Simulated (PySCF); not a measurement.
# Pt (platinum, neutral) across methods

[Xe] 4f14 5d8 6s2, high-spin 3F determinant (an excited configuration). Calculation: PySCF 2.14, in ANO-RCC-VTZP (8s7p5d3f1g, 84 functions); the spin-free X2C one-electron Hamiltonian (Gaussian nucleus).

| method | E (hartree) | mean ε 5d β (eV) | mean ε 6s α (eV) | mean ε 6s β (eV) | Σ⟨r²⟩ (bohr²) | ⟨S²⟩ |
| --- | --- | --- | --- | --- | --- | --- |
| UHF | -18409.47148 | -13.175 | -8.908 | -7.862 | 65.19 | 2.010 |
| PBE | -18415.24 | -7.616 | -6.790 | -6.158 | 64.13 | 2.003 |
| LDA | -18403.75 | -7.769 | -7.056 | -6.496 | 63.93 | 2.002 |
| r2SCAN | -18415.25 | -7.994 | -7.023 | -6.329 | 63.68 | 2.005 |

Problem. Estimate the same row for PBE0.

Solution. E (hartree) = -18414.97; mean ε 5d β (eV) = -9.204; mean ε 6s α (eV) = -7.513; mean ε 6s β (eV) = -6.815; Σ⟨r²⟩ (bohr²) = 63.96; ⟨S²⟩ = 2.004.

Spin-orbit coupling, absent here, splits the open shell strongly.
